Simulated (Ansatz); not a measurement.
A structure relaxed at B3LYP-D4/def2-TZVP in Ansatz, charge 0, singlet:

```xyz
3

Sn    0.7413    0.8532    0.4767
O    -0.8679   -0.3199    0.3438
O     0.1265   -0.5333   -0.8205
```

Q: Give its formula and point group.

A: the cluster SnO2. Point group C2v (tolerance 0.1 Å).

Q: Summarise the bond lengths by kind (pairs closer than 1.2 times the sum of covalent radii, bridged metal pairs left out).

A: 2 × O–Sn 2.00 Å; 1 × O–O 1.55 Å.

In the def2 sets Sn takes a core potential; there is no spin–orbit coupling. The structure holds one bond between oxygen atoms, so isomers without such links may lie far lower. The restricted singlet is unstable towards broken spin symmetry in Hartree–Fock (as tested in another run); at B3LYP-D4/def2-TZVP this wasn't settled. Another isomer (singlet) lies 0.23 eV lower at PBE0-D4/def2-TZVP; other spin states weren't run for this one.
